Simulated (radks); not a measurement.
Initial-state core-level shifts of the zirconium ion Zr+ when its valence configuration changes from [Kr] 4d2 5s1. All-electron calculation, scalar-relativistic Kohn-Sham, PBE, spin-unpolarised, spherical densities, finite nucleus; Fermi nuclear charge, rms radius 4.2694 fm. Program: a radial shooting solver on a logarithmic mesh with Libxc functionals. Shifts are changes of the shell-averaged eigenvalues in eV (positive: less bound); the change of the density at the nucleus, which sets a Mossbauer isomer shift, is in e/bohr^3, on a base of 7.61e+04.

5s1 5p2: 1s -9.393; 2p -9.937; 3s -9.752; 4p -8.303; density at nucleus +8.306
4d1 5p2: 1s -5.651; 2p -5.879; 3s -5.822; 4p -5.176; density at nucleus -8.731
4d2.5 5s0.5: 1s +1.445; 2p +1.550; 3s +1.528; 4p +1.333; density at nucleus -6.583
4d1 5s1 5p1: 1s -4.484; 2p -4.721; 3s -4.656; 4p -4.070; density at nucleus +3.654
4d1.5 5s1 5p0.5: 1s -2.182; 2p -2.292; 3s -2.265; 4p -2.005; density at nucleus +1.707
4d1.5 5s1.5: 1s -1.578; 2p -1.694; 3s -1.663; 4p -1.423; density at nucleus +7.321
4d1 5s2: 1s -3.279; 2p -3.525; 3s -3.453; 4p -2.921; density at nucleus +15.445
4d2 5s0.5 5p0.5: 1s -0.598; 2p -0.589; 3s -0.594; 4p -0.582; density at nucleus -5.433
4d2 5p1: 1s -1.188; 2p -1.170; 3s -1.181; 4p -1.155; density at nucleus -11.020
